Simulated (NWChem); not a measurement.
Species: isopropylamine (C$_{3}$H$_{9}$N); SMILES CC(C)N

```xyz
13

C      0.6905     0.1155     1.2576
C     -0.0244    -0.3557     0.0000
C      0.6905     0.1155    -1.2576
N     -1.3804     0.1743     0.0000
H      1.7256    -0.2566     1.2926
H      0.7092     1.2160     1.2928
H      0.1773    -0.2416     2.1653
H     -0.0003    -1.4691     0.0000
H      0.1773    -0.2416    -2.1653
H      0.7092     1.2160    -1.2928
H      1.7256    -0.2566    -1.2926
H     -1.8909    -0.1641    -0.8140
H     -1.8909    -0.1641     0.8140
```
Atoms are numbered in this order, from 1.

Level: PBE0/def2-SVP (NWChem), optimised geometry, unscaled harmonic frequencies. 

### Question
List the harmonic frequencies with IR intensities, and the thermochemistry.

### Answer
| frequency (cm⁻¹) | IR intensity (km/mol) |
|---|---|
| 228 | 6.1 |
| 275 | 0.2 |
| 297 | 34.1 |
| 366 | 0.1 |
| 409 | 8.7 |
| 476 | 11.7 |
| 841 | 39.4 |
| 846 | 89.0 |
| 923 | 0.4 |
| 962 | 0.9 |
| 1007 | 1.1 |
| 1051 | 0.9 |
| 1166 | 19.4 |
| 1212 | 10.3 |
| 1262 | 0.1 |
| 1362 | 0.5 |
| 1374 | 10.7 |
| 1401 | 31.5 |
| 1417 | 18.5 |
| 1456 | 0.1 |
| 1465 | 0.1 |
| 1466 | 6.9 |
| 1483 | 3.8 |
| 1635 | 30.3 |
| 2940 | 85.5 |
| 3049 | 33.2 |
| 3053 | 4.6 |
| 3141 | 15.7 |
| 3142 | 32.2 |
| 3157 | 0.0 |
| 3160 | 35.8 |
| 3531 | 0.6 |
| 3614 | 0.3 |

```yaml
zero_point_energy: 76.0 kcal/mol
thermal correction to the enthalpy at 298.15 K (with zero-point energy): 80.0 kcal/mol
heat capacity Cv: 19.6 cal/(mol K)
entropy at 298.15 K and 1 atm (symmetry number 1): 71.2 cal/(mol K)
dipole_moment: 1.28 D
```

Rigid rotor and harmonic oscillator.
